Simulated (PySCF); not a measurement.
A calculated (UHF, PySCF 2.14, aug-cc-pwCVQZ, the non-relativistic Hamiltonian (point nucleus)) atom or ion has these occupied shells.

```tsv
shell	electrons	orbital energy (eV)	rms radius, mean of both spins (bohr)
1s α	1	-2900.7	0.106
1s β	1	-2899.8	0.106
2s α	1	-333.82	0.479
2s β	1	-332.99	0.479
2p α	3	-265.05	0.451
2p β	3	-263.50	0.451
3s α	1	-69.306	1.51
3s β	1	-61.665	1.51
3p α	2	-53.023	1.63
```

Problem. Name the element and its charge.

Solution. Cl³⁺ (chlorine, charge +3), in [Ne] 3s2 3p2, high-spin 3P determinant.
